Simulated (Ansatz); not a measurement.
```yaml
crystal:
  periodic: [false, false, false]
  atoms:
    - {symbol: Fe, position_ang: [0.025253, 0.026093, 0.055795]}
    - {symbol: Cl, position_ang: [2.147295, 0.026597, 0.029371]}
    - {symbol: Cl, position_ang: [-1.068795, 1.847546, -0.015148]}
    - {symbol: Cl, position_ang: [-1.087958, -1.844496, 0.026197]}
basis:
  gaussian: {orbitals: ANO-RCC-VTZP}
magnetization: {spin_polarized: false, initial_magnetization: 5}
hamiltonian: {xc: {name: PBEsol}, dispersion: d4}
scf: {lower_state_search: light}
output: {forces: true}
```

```sh
$ ansatz run in.yaml --threads 4 --pin off --events-out ev --progress --plain --max-ram 3916MiB
```

Shortened log:

```
Functional definition: PBEsol
1512 factors; their error is unknown
mean field evaluation 1: about -72198.5476 eV, gradient 8.8e1 eV
mean field evaluation 2: about -71808.1624 eV, gradient 3.3e2 eV
mean field evaluation 4: about -72103.7456 eV, gradient 2.5e2 eV
mean field evaluation 8: about -72211.2409 eV, gradient 1.5e0 eV
mean field evaluation 16: about -72176.0570 eV, gradient 5.3e1 eV
mean field evaluation 32: about -72206.7185 eV, gradient 2.2e1 eV
mean field evaluation 64: about -72180.7892 eV, gradient 2.9e1 eV
mean field -72211.23209358 eV, -2653.7138329081 hartree, gradient 7.3e-6 eV, S^2 8.750000; 3 other end points of the search recorded, 0 dependent functions left out
reference -72211.23216112 eV, -2653.7138353901 hartree; 41, 36 occupied and 120, 125 virtual orbitals, 1512 factors
Total energy: -72211.28226802 eV, -2653.7156767847 hartree
Relativity: scalar
Atom 0 at     0.025253     0.026093     0.055795 Å, force    -0.386086    -0.509189    -0.053485 eV/Å
Atom 1 at     2.147295     0.026597     0.029371 Å, force    -0.203588    -0.007031     0.012796 eV/Å
Atom 2 at    -1.068795     1.847546    -0.015148 Å, force     0.138085    -0.195416     0.018714 eV/Å
Atom 3 at    -1.087958    -1.844496     0.026197 Å, force     0.451590     0.711636     0.021975 eV/Å
Dipole moment:     0.031828     0.040399     0.028868 e Å
```

Hardware: 4 threads of Arm Neoverse V1 on a shared host. Wall time 13 s.

DK, ANO-RCC and x2c sets are all-electron and run with scalar relativity unless a key says otherwise.

With spin_polarized false and unpaired electrons the run is restricted open-shell.
